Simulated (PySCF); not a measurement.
SMILES CC(C)(C)[SiH2]SC (GFN2-xTB optimised geometry):

```
21

C      2.860     0.758     1.509
S      1.068     0.890     1.774
Si     0.396    -0.106     0.000
C     -1.511    -0.106     0.000
C     -2.041     1.328     0.000
C     -2.003    -0.824    -1.255
C     -2.041    -0.834     1.236
H      3.142    -0.287     1.445
H      3.131     1.280     0.596
H      3.341     1.224     2.362
H      0.943     0.619    -1.150
H      0.944    -1.465     0.020
H     -3.131     1.328    -0.001
H     -1.701     1.862     0.884
H     -1.701     1.869    -0.881
H     -1.646    -1.851    -1.281
H     -1.652    -0.320    -2.153
H     -3.092    -0.842    -1.280
H     -1.703    -1.869     1.253
H     -1.699    -0.345     2.145
H     -3.131    -0.833     1.237
```

Method: PBE0/def2-SVP run with PySCF.

### Question
What are the frontier orbital energies and the dipole moment?

### Answer
HOMO-2 -8.32 eV, HOMO-1 -7.96 eV, HOMO -6.56 eV, LUMO 0.62 eV, LUMO+1 1.29 eV; dipole moment 1.06 D.

Meta-Löwdin charges at PBE0/def2-SVP: C1 -0.34, S2 -0.22, Si3 0.57, C4 -0.13, C5 -0.30, C6 -0.30, C7 -0.30, H8 0.12, H9 0.12, H10 0.13, H11 -0.11, H12 -0.11, H13 0.09, H14 0.10, H15 0.10, H16 0.10, H17 0.10, H18 0.10, H19 0.10, H20 0.10, H21 0.09.
